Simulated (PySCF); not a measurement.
Broadened absorption spectrum of C5H3NS

Species: C5H3NS.
SMILES with atom numbers: `[CH:1]#[C:2][c:3]1[cH:4][n:5][cH:6][s:7]1` (hydrogens: H8 on C1; H9 on C4; H10 on C6)

Level of theory: TDDFT CAM-B3LYP/def2-SVPD, vertical, gas phase, core orbitals frozen in the response (PySCF 2.14.0, density-fitted response routines). Isolated species at its PBE0-D3(BJ)/def2-SVP geometry, gas phase.

Computed states:

```tsv
state	E (eV)	f
S1	4.94	0.241
S2	5.10	0.0001
S3	5.49	0.0000
S4	5.76	0.0000
S5	5.78	0.032
S6	6.20	0.0000
```

Each state is given a Gaussian of 0.4 eV full width at half maximum, with ε(max) = 2.175×10⁸ f / Δν̃ (Δν̃ the width in cm⁻¹). The width is an assumption, not a result. The curve ends short of the highest state used, and states not computed would add to its high-energy end.

Problem. Give the broadened spectrum and its maxima.

Solution. 
(λ (nm), ε (L mol⁻¹ cm⁻¹)): (221.2, 1282), (223.1, 940), (224.9, 686), (226.7, 538), (228.6, 533), (230.4, 714), (232.2, 1130), (234.1, 1891), (235.9, 2977), (237.8, 4537), (239.6, 6379), (241.4, 8479), (243.3, 10795), (245.1, 12862), (246.9, 14578), (248.8, 15796), (250.6, 16259), (252.5, 15985), (254.3, 15066), (256.1, 13641), (258.0, 11781), (259.8, 9874), (261.7, 7887), (263.5, 6159), (265.3, 4657), (267.2, 3353), (269.0, 2383), (270.8, 1646), (272.7, 1082), (274.5, 708), (276.4, 441), (278.2, 274), (280.0, 167), (281.9, 97), (283.7, 56), (285.5, 32)

Maxima: 251 nm (4.94 eV), ε about 16000, made up of S1 (100%) (ε in L mol⁻¹ cm⁻¹; maxima over ε = 5, shares over 10%). At its high-energy end, 5.60 eV, the curve is still rising (ε about 1200, from S5).

Problem. On this curve, what absorbance would a 10⁻⁵ mol/L sample give at 248 nm over a 1 cm path?

Solution. 248 nm is 4.999 eV, where ε is about 15000 L mol⁻¹ cm⁻¹, so A = ε c l ≈ 0.15 (Beer–Lambert, with the gas-phase spectrum and the assumed width).

Problem. What would ε be at 4.94 eV, the highest of these maxima, with half the width (0.2 eV)?

Solution. About 32500 L mol⁻¹ cm⁻¹ against 16300, a factor of about 2.00; a lone state at its own centre would give exactly 2.

Problem. Does any computed singlet lie in the visible range?

Solution. No computed singlet lies in the visible range (380 to 750 nm); the lowest, at 251 nm, stands 1.68 eV above its violet end (3.26 eV).

The run took about 70 s of CPU time (with the writing of density and orbital grids) (one thread, shared machine).
